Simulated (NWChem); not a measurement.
## Spin states of ClGa

```xyz
2

Ga     0.0000     0.0000    -0.7909
Cl     0.0000     0.0000     1.4423
```
Charge 0, spin multiplicity 1.

The numbers come from NWChem runs, not from measurements. All single points use one geometry, from B3LYP/def2-SVP, a minimum by its harmonic frequencies.

Basis set: def2-TZVP. The gap is E(triplet) − E(singlet) at the geometry of the singlet, so a negative value puts the higher spin lower. Open shells are unrestricted, and the singlet is the closed-shell solution. The triplet is the single determinant that the SCF runs reached, with unpaired electrons in orbitals of symmetry a1 and b2 (C2v labels); it need not be the lowest triplet, which in molecules with degenerate π orbitals can need several determinants.

The Hamiltonian is non-relativistic. The correlated methods keep 14 core orbitals frozen. B3LYP has NWChem's definition, with VWN1-RPA local correlation. The structure started from a generated list of species. No SCF solution was tested for a lower state. Open-shell Hartree-Fock references start from PBE0 orbitals.

**Question.** For the vertical singlet-triplet gap, B3LYP gives 85.1 kcal/mol and HF gives 61.3 kcal/mol. What do r2SCAN, B2PLYP, MP2 give?

**Answer.** r2SCAN: 78.2 kcal/mol; B2PLYP: 83.2 kcal/mol; MP2: 77.9 kcal/mol.
